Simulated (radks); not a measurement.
Spherical quantum dot in the effective-mass picture: electrons in a hard-walled sphere of radius 3.67, all in effective atomic units (hartree* = m*/eps^2 hartree, bohr* = eps/m* bohr), one dielectric constant everywhere. Method: non-relativistic Kohn-Sham, PBEsol, spin-polarised, spherical densities; computed with a radial shooting solver with Libxc functionals. Levels are named by radial order and angular momentum (1s, 1p, 1d, 2s, ...), and open shells are averaged over m.

N = 17, configuration 1s2 1p6 1d(up 5, down 4). This is the lowest configuration that the search found. Occupied and some empty levels:

level    occupation  eigenvalue (hartree*)  <r> (bohr*)
1s up             1                 6.2918        2.396
1s down           1                 6.3055        2.393
1p up             3                 6.5018        2.515
1p down           3                 6.5164        2.513
1d up             5                 6.8536        2.610
1d down           4                 6.8688        2.609
1f up             0                 7.3278        2.688
1f down           0                 7.3433        2.687
2s up             0                 7.5635        1.668
2s down           0                 7.5695        1.667
2p up             0                 8.2139        1.930
2p down           0                 8.2226        1.928

Energy (hartree*): total 63.5648, kinetic 18.684, external 0, Hartree 51.980, exchange-correlation -7.0987.

Electron density:

r (bohr*)  n(r) (e/bohr*^3)
0.195              0.008226
0.469               0.01087
0.743               0.01684
1.02                0.02777
1.29                0.04556
1.56                0.07122
1.84                 0.1034
2.11                 0.1362
2.39                 0.1579
2.66                 0.1538
2.94                 0.1160
3.21                0.05641
3.48               0.009790
